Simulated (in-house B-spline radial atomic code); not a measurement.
How numerical settings move a run on neutral terbium, [Xe] 4f9 6s2. Computed with a B-spline radial code for spherical atoms: scalar-relativistic (X2C) OLYP, spin-polarised, spherical fractional occupations, Fermi nucleus of rms radius 5.06 fm.

Command:
```bash
python run_scf.py task.json out
```
Settings of the sound reference run:
```
Z                65
electrons        65
configuration    [Xe] 4f9 6s2
hamiltonian      x2c
method           optx,lyp
spin_polarised   True
nucleus          fermi
rms_radius       5.06
mass_number      159
atomic_mass      158.9254
speed_of_light   137.036
knot_spacing     0.22
spline_order     8
gauss_points     12
box_radius       50
max_iterations   70
damping          0.5
damped_steps     3
diis_vectors     10
tolerance        1e-08
start            Thomas-Fermi
```

Run time, properties included: 0.63 s on 1 thread of Arm Neoverse N1, with other jobs on the host.

It converges in 14 iterations to -11712.591024 hartree, with 4f down at -0.931292 eV. The other runs change the listed settings, some to values that make no sense; their results aren't properties of the atom or ion. Radii are in bohr (the nuclear one in fm), a minus after a letter asks for a j subshell, and «unchanged» means within 1e-8 hartree. The run stops when the residual is below 10 × tolerance × max(1, Z/10), or a noise floor if that is larger, and the energy moves by less than 1e-8 × √|E| hartree; so very loose and very tight tolerances often act alike.

```tsv
changed settings	outcome
knot_spacing = 1.4, max_iterations = 5, damping = 0.95, damped_steps = 1	not converged after 5 iterations, last residual 3.0e-02, last energy +9.71e+02 hartree from the reference
max_iterations = 5	not converged after 5 iterations, last residual 1.3e-01, last energy +2.07e+00 hartree from the reference
box_radius = 15	converged in 14 iterations, energy +4.42e-05 hartree from the reference, 4f down level +6.7e-03 eV (the program warns: 4f down reaches the box edge; 6s up reaches the box edge)
max_iterations = 2	not converged after 2 iterations, last residual 1.3e+00, last energy +4.11e+01 hartree from the reference
box_radius = 2	converged in 9 iterations, energy +2.16e+01 hartree from the reference, 4f down level +6.6e+01 eV (the program warns: 4f down has a positive eigenvalue: unbound, held by the box; 5s up has a positive eigenvalue: unbound, held by the box)
max_iterations = 8	not converged after 8 iterations, last residual 1.6e-02, last energy +1.71e-02 hartree from the reference
gauss_points = 5, first_knot = 0.0462, max_iterations = 75	converged in 14 iterations, energy +5.49e+02 hartree from the reference, 4f down level -1.1e+00 eV
knot_spacing = 0.4, spline_order = 10, max_iterations = 60, diis_vectors = 1	not converged after 60 iterations, last residual 5.4e+00, last energy +1.76e+02 hartree from the reference
box_radius = 3	converged in 10 iterations, energy +3.52e+00 hartree from the reference, 4f down level +2.0e+01 eV (the program warns: 4f down has a positive eigenvalue: unbound, held by the box; 4f up has a positive eigenvalue: unbound, held by the box)
max_iterations = 3	not converged after 3 iterations, last residual 1.9e-01, last energy +1.48e+00 hartree from the reference
box_radius = 200	converged in 14 iterations, energy -2.81e-07 hartree from the reference, 4f down level -1.2e-06 eV
knot_spacing = 2, max_iterations = 2	not converged after 2 iterations, last residual 4.1e+00, last energy +1.90e+03 hartree from the reference
box_radius = 10	converged in 12 iterations, energy +3.98e-03 hartree from the reference, 4f down level +2.4e-01 eV (the program warns: 4f down reaches the box edge; 4f up reaches the box edge)
max_iterations = 12	not converged after 12 iterations, last residual 2.2e-05, last energy +3.80e-08 hartree from the reference
```

(1) What happens with electrons = 66, configuration = [Xe] 4f9 6s2 7p-1, max_iterations = 100?

(2) What happens with box_radius = 25?

(3) What happens with hamiltonian = dirac, method = scan,scan, spin_polarised = False?

(4) What happens with box_radius = 7.5?

## Answers

(1) Stopped with error: j subshells need the Dirac Hamiltonian and l > 0.

(2) Converged in 14 iterations, energy +6.26e-07 hartree from the reference.

(3) Stopped with error: meta-GGAs are not served with the Dirac Hamiltonian.

(4) Converged in 13 iterations, energy +3.39e-02 hartree from the reference, 4f down level +1.1e+00 eV (the program warns: 4f down has a positive eigenvalue: unbound, held by the box; 5p up reaches the box edge).
